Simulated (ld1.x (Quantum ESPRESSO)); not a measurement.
## manganese (Mn): one change to an ultrasoft potential, before and after

```
Element                 : manganese (Mn)
Generator               : ld1.x (Quantum ESPRESSO) 7.5
Type                    : ultrasoft
Functional              : PBE
Relativity              : scalar-relativistic
Frozen core             : [Ar]
Valence charge          : 7
Reference configuration : 3d5 4s0 4p0 (charge +2)
Partial waves           : 4s (bound, empty): rcut 1.55, rcutus 2.05 bohr; 4s channel at 0.75 Ry: rcut 1.55, rcutus 2.05 bohr; 4p (bound, empty): rcut 2.10, rcutus 2.85 bohr; 4p channel at 4 Ry: rcut 2.10, rcutus 2.85 bohr; 3d (bound): rcut 1.20, rcutus 1.60 bohr; 3d channel at 2.55 Ry: rcut 1.20, rcutus 1.60 bohr
Local potential         : all-electron potential smoothed inside 2.00 bohr (lloc = -1)
Core correction         : none
Augmentation charge     : PSQ, radius 1.35 bohr
```

Change: waves 3d (bound): rcut 1.20, rcutus 1.72 bohr; 3d channel at 2.55 Ry: rcut 1.20, rcutus 1.72 bohr.

Cutoffs: the cutoffs (Ry, on a coarse ladder) from which the occupation-weighted sum of valence levels, in a spherical-Bessel basis at the reference potential, stays within 10 and 1 mRy of its value at 400 Ry; they do not see the model core or the augmentation charge, which bear on the density cutoff. Errors are all-electron minus pseudo energies relative to the spin-unpolarised reference configuration.

Predict the effect on cutoff, ghosts and configuration errors.

The potential gets softer (40 Ry and 70 Ry → 35 Ry and 55 Ry); of the 7 tests that both files solve, the error grows in 1 and shrinks in 0 by more than 15 % and 0.3 meV (median size 123.0 → 121.8 meV); the range in which the d phases agree narrows (upper end at the end of the scan → 3.8); neither file shows a bound ghost. A larger radius leaves more room for a smooth pseudo-wave, so fewer plane waves are needed.

```tsv
quantity	base	changed
cutoff, loose	40 Ry	35 Ry
cutoff, tight	70 Ry	55 Ry
bound ghosts	none	none
error for 3d5 4s2 4p0, meV [ΔE -24.01 eV]	+285	+283
error for 3d5 4s1 4p0, meV [ΔE -15.60 eV]	+114	+113
error for 3d4 4s0 4p0, meV [ΔE 32.52 eV]	-123	-122
error for 3d6 4s0 4p0, meV [ΔE -17.20 eV]	-1.9	-3.1
error for 3d4 4s2 4p1, meV [ΔE -16.21 eV]	+378	+377
error for 3d5 4s0 4p1, meV [ΔE -10.86 eV]	+58	+58
error for 3d4 4s2 4p0, meV [ΔE -10.83 eV]	+266	+266
s: phases at 3.12 bohr within 0.05 rad from the reference energy up to (Ry; the scan ends near 5)	0.0	0.0
p: phases at 3.12 bohr within 0.05 rad from the reference energy up to (Ry; the scan ends near 5)	2.2	2.2
d: phases at 3.12 bohr within 0.05 rad from the reference energy up to (Ry; the scan ends near 5)	to the end of the scan	3.8
lowest overlap eigenvalue by channel	s 0.56, p 0.36, d 0.87	s 0.56, p 0.36, d 0.88
```
